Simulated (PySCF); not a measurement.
Gas-phase XPS of `F[Se](F)(F)(F)(F)F`, computed

Compound: SeF6.
Geometry (PBE0-D3(BJ)/def2-SVP, Å), atoms numbered from 1 in this order:
```xyz
7
SeF6 angstrom
Se     0.0131   -0.0147   -0.0098
F      0.0091   -0.0167    1.6935
F      0.0166   -0.0118   -1.7129
F      1.7161   -0.0081   -0.0082
F     -1.6901   -0.0212   -0.0126
F      0.0065    1.6884   -0.0053
F      0.0205   -1.7180   -0.0132
```

Method used: PySCF 2.14.0, delta-SCF UKS SCAN, pcX-2 on the ionised atom, pcseg-1 elsewhere, spin-free X2C. Binding energies are ΔSCF values: E(core-ionised, relaxed orbitals) − E(ground state) at a fixed geometry, referred to the vacuum level.

Q: What binding energy does each computed site have?

A: 
```
atom(s)            environment  level  binding energy (eV)  count
F2 (×6)  fluorine bonded to Se   F 1s               694.26      6
```

Q: Give the binding energy of F 1s of F2 (atom 2) (×6) in hartree and in kJ/mol.

A: 694.26 eV = 25.5136 Eh = 66986 kJ/mol.

The first atom of each set that the bonding makes equivalent was ionised and stands for the set. No level of selenium is listed. Isolated species at its PBE0-D3(BJ)/def2-SVP geometry, gas phase.
